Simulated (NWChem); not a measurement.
All runs are NWChem calculations. System: HS2, charge 0, spin multiplicity 2, at a geometry optimised with UPBE0/def2-SVP. The structure started from a generated list of species. Its SCF solution wasn't tested for a lower state. Level: URI-MP2/cc-pVQZ, 10 core orbitals frozen.

The NWChem input:

```
start mol
memory heap 200 mb stack 900 mb global 1100 mb
geometry units angstroms nocenter noautoz
  S      0.430648     0.935054     0.000000
  S     -0.467742    -0.829536     0.000000
  H      0.593507    -1.688295     0.000000
  symmetry group Cs
end
basis spherical
  * library cc-pvqz
end
basis "ri-mp2 basis" spherical
  * library cc-pvqz-ri
end
scf
  uhf
  nopen 1
  maxiter 100
  thresh 1e-7
  semidirect memsize 60000000 filesize 0
  # guess.movecs holds the orbitals of an unrestricted PBE0 run
  vectors input guess.movecs output mol.movecs
end
mp2
  freeze core 10
end
task rimp2 energy
```

Part of the output:

```
             Northwest Computational Chemistry Package (NWChem) 7.3.0
             --------------------------------------------------------

                                NWChem Input Module
                                -------------------

 Scaling coordinates for geometry "geometry" by  1.889725989
 (inverse scale =  0.529177249)

 Turning off AUTOSYM since
 SYMMETRY directive was detected!

                             Geometry "geometry" -> ""
                             -------------------------

 Output coordinates in angstroms (scale by  1.889725989 to convert to a.u.)

  No.       Tag          Charge          X              Y              Z
 ---- ---------------- ---------- -------------- -------------- --------------
    1 S                   16.0000     0.43064800     0.93505400     0.00000000
    2 S                   16.0000    -0.46774200    -0.82953600     0.00000000
    3 H                    1.0000     0.59350700    -1.68829500     0.00000000

 Effective nuclear repulsion energy (a.u.)      77.8379492433

            Nuclear Dipole moment (a.u.)
            ----------------------------
        X                 Y               Z
 ---------------- ---------------- ----------------
     0.0000056692    -0.0000132281     0.0000000000

      Symmetry information
      --------------------

 Group name             Cs
 Group number              2
 Group order               2
 No. of unique centers     3

      Symmetry unique atoms

     1    2    3


 Summary of "ao basis" -> "" (spherical)
 ------------------------------------------------------------------------------
       Tag                 Description            Shells   Functions and Types
 ---------------- ------------------------------  ------  ---------------------
 *                          cc-pvqz                   on all atoms

 Summary of "ri-mp2 basis" -> "" (spherical)
 ------------------------------------------------------------------------------
       Tag                 Description            Shells   Functions and Types
 ---------------- ------------------------------  ------  ---------------------
[...]
 RI-MP2 Calculation Information:
          Nr. of AO basis functions:        148
     Nr. of fitting basis functions:        371
               Nr. of MO spin cases:          2
        Nr. of MOs to be correlated:        138        138
     Nr. of occupied MOs correlated:          7          6
      Nr. of virtual MOs correlated:        131        132

          RI integral approximation: 'V'
    Threshold for Schwarz screening:  1.000E-09
 Smallest eigenvalue retained in fit  1.000E-08
    Type of storage for MO integrals 'EAF library'

 Transformation block size    7, requiring     1 integral passes.
 XForm_3cInts: Completed     1:    7 pass.
 Transformation block size    6, requiring     1 integral passes.
 XForm_3cInts: Completed     1:    6 pass.
 Energy evaluation using block sizes     7    7
 RIMP2_V_E2: Approx. ints. done (    1:    7,    1:    7)
 RIMP2_V_E2: Copy to B done (    1:    7,    1:    7)
 RIMP2_V_E2: Denominators done (    1:    7,    1:    7)
 RIMP2_V_E2: Completed block (    1:    7,    1:    7)
 RIMP2_V_E2: Approx. ints. done (    1:    7,    1:    6)
 RIMP2_V_E2: Copy to B done (    1:    7,    1:    6)
 RIMP2_V_E2: Denominators done (    1:    7,    1:    6)
 RIMP2_V_E2: Completed block (    1:    7,    1:    6)
 RIMP2_V_E2: Approx. ints. done (    1:    6,    1:    6)
 RIMP2_V_E2: Copy to B done (    1:    6,    1:    6)
 RIMP2_V_E2: Denominators done (    1:    6,    1:    6)
 RIMP2_V_E2: Completed block (    1:    6,    1:    6)

          -------------------------------------------
          SCF energy                -795.678045710372
          Correlation energy          -0.355925067744
          Total MP2 energy          -796.033970778116
          -------------------------------------------

 -----------------------
 Performance information
 -----------------------

 Timer overhead =  2.67D-07 seconds/call

               Nr. of calls         CPU time (s)                 Wall time (s)                GFlops
             ---------------    -------------------     ------------------------------   -------------------
Name         Min   Avg   Max    Min     Avg     Max     Min     Avg     Max   Mx/calls   Min     Max     Sum
Overall       1     1     1    36.     36.     36.      36.     36.     36.     36.      0.0     0.0     0.0
3c integr     2     2     2    5.1     5.1     5.1      5.1     5.1     5.1     2.6      0.0     0.0     0.0
Energy        1     1     1   0.28    0.28    0.28     0.28    0.28    0.28    0.28      0.0     0.0     0.0
3c integr     2     2     2    5.1     5.1     5.1      5.1     5.1     5.1     2.5      0.0     0.0     0.0
First 2/3     6     6     6   3.28E-2 3.28E-2 3.28E-2  3.28E-2 3.28E-2 3.28E-2 5.47E-3   0.0     0.0     0.0
Final 1/3     2     2     2   1.88E-2 1.88E-2 1.88E-2  1.88E-2 1.88E-2 1.88E-2 9.38E-3   0.0     0.0     0.0
Write 3c      2     2     2   2.32E-3 2.32E-3 2.32E-3  2.32E-3 2.32E-3 2.32E-3 1.16E-3   0.0     0.0     0.0
Read 3c i     3     3     3   1.56E-3 1.56E-3 1.56E-3  1.56E-3 1.56E-3 1.56E-3 5.20E-4   0.0     0.0     0.0
Fitting b     1     1     1   0.15    0.15    0.15     0.15    0.15    0.15    0.15      0.0     0.0     0.0
Schwarz i     1     1     1   0.14    0.14    0.14     0.14    0.14    0.14    0.14      0.0     0.0     0.0
Form 4ci      3     3     3   6.29E-2 6.29E-2 6.29E-2  6.29E-2 6.29E-2 6.29E-2 2.10E-2   0.0     0.0     0.0
Form A &      3     3     3   0.20    0.20    0.20     0.20    0.20    0.20    6.51E-2   0.0     0.0     0.0
Denominat     3     3     3   2.55E-3 2.55E-3 2.55E-3  2.55E-3 2.55E-3 2.55E-3 8.49E-4   0.0     0.0     0.0
Pair Ener     3     3     3   1.24E-2 1.24E-2 1.24E-2  1.24E-2 1.24E-2 1.24E-2 4.12E-3   0.0     0.0     0.0

 The average no. of pstat calls per process was 3.30D+01
 with a timing overhead of 8.82D-06s

 Task  times  cpu:       36.3s     wall:       36.3s

 Total times  cpu:       36.3s     wall:       36.3s
```
